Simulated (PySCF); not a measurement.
C2H4F2Si, SMILES F/C=C(/F)[SiH3].

The structure is a stationary point at B3LYP-D3(BJ)/def2-SVP. The structure was generated by enumeration; whether it is a known compound was not checked.

Method: PySCF with PBE/def2-TZVP.

```
Item                                                                                                            Value
---------------------------------------------------------------------------------------------  ----------------------
total energy                                                                                       -567.43228 hartree
point group                                                                                                        Cs
highest occupied level                                                                                       -6.24 eV
lowest empty level                                                                                           -1.42 eV
orbital gap                                                                                                   4.82 eV
dipole moment                                                                                               0.044 e·Å
quadrupole, principal values (traceless, Buckingham form, about the centre of nuclear charge)  -5.29, -0.36, 5.64 D·Å
mean static polarisability                                                                       54.3 bohr³ (8.04 Å³)
polarisability, principal values                                                               41.8, 51.9, 69.0 bohr³
```
